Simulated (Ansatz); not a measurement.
Ansatz (a program for electronic structure) input (PBE/def2-TZVPD):

Ansatz 0.2 input:
```yaml
crystal:
  periodic: [false, false, false]
  atoms:
    - {symbol: C, position_ang: [3.06573345, 0.66394003, 0.54956396]}
    - {symbol: C, position_ang: [1.57029699, 0.88483597, 0.65064410]}
    - {symbol: O, position_ang: [0.89444213, -0.13743093, -0.06405569]}
    - {symbol: Si, position_ang: [-0.75181876, -0.26726165, -0.20554531]}
    - {symbol: C, position_ang: [-1.03695733, -1.78927036, -1.24619138]}
    - {symbol: C, position_ang: [-1.53381492, -0.45707210, 1.48833479]}
    - {symbol: C, position_ang: [-1.45154757, 1.25801159, -1.04262170]}
    - {symbol: H, position_ang: [3.33594341, -0.30600397, 0.96936546]}
    - {symbol: H, position_ang: [3.38350261, 0.68549520, -0.49379419]}
    - {symbol: H, position_ang: [3.60528526, 1.44182874, 1.09423225]}
    - {symbol: H, position_ang: [1.25965967, 0.87646838, 1.70260097]}
    - {symbol: H, position_ang: [1.30719351, 1.86743894, 0.24022140]}
    - {symbol: H, position_ang: [-0.56790339, -1.68431609, -2.22653416]}
    - {symbol: H, position_ang: [-0.61539210, -2.67434591, -0.76554284]}
    - {symbol: H, position_ang: [-2.10438796, -1.96474042, -1.39979359]}
    - {symbol: H, position_ang: [-1.12647327, -1.32316298, 2.01464872]}
    - {symbol: H, position_ang: [-2.61453282, -0.59570132, 1.40266199]}
    - {symbol: H, position_ang: [-1.36643842, 0.42409322, 2.11214576]}
    - {symbol: H, position_ang: [-1.28322481, 2.15890438, -0.44792264]}
    - {symbol: H, position_ang: [-2.53033352, 1.15965921, -1.18773119]}
    - {symbol: H, position_ang: [-0.99523639, 1.41282233, -2.02285673]}
basis:
  gaussian:
    orbitals: def2-TZVPD
hamiltonian:
  xc: {name: PBE}
total_charge: 1
magnetization: {spin_polarized: true, initial_magnetization: 1}
```

End of the output:

```
integrals: 0.57 GiB planned
2043 factors; their error is unknown
0.63 GiB of the device are held for the grids
3.14 GiB of device memory are held for the factors and their scratch space
mean field: 3.91 GiB planned
mean field evaluation 1: about -15284.3884 eV, gradient 9.1e1 eV
mean field evaluation 2: about -15245.6691 eV, gradient 1.2e2 eV
mean field evaluation 4: about -15316.3015 eV, gradient 2.4e1 eV
mean field evaluation 8: about -15320.5730 eV, gradient 2.2e0 eV
mean field evaluation 16: about -15320.5206 eV, gradient 6.6e-2 eV
mean field evaluation 32: about -15320.5206 eV, gradient 1.3e-4 eV
mean field evaluation 64: about -15319.5903 eV, gradient 8.1e-3 eV
mean field evaluation 96: about -15319.4180 eV, gradient 9.1e-1 eV
mean field -15320.52063724 eV, -563.0187487967 hartree, gradient 5.7e-6 eV, S^2 0.752342; 11 other end points of the search recorded, 0 dependent functions left out
reference -15320.52069972 eV, -563.0187510929 hartree; 33, 32 occupied and 361, 362 virtual orbitals, 2043 factors
Total energy: -15320.52069972 eV, -563.0187510929 hartree
```

This state (charge 1, doublet) is run at the relaxed geometry of the species with charge 0 and multiplicity 1.
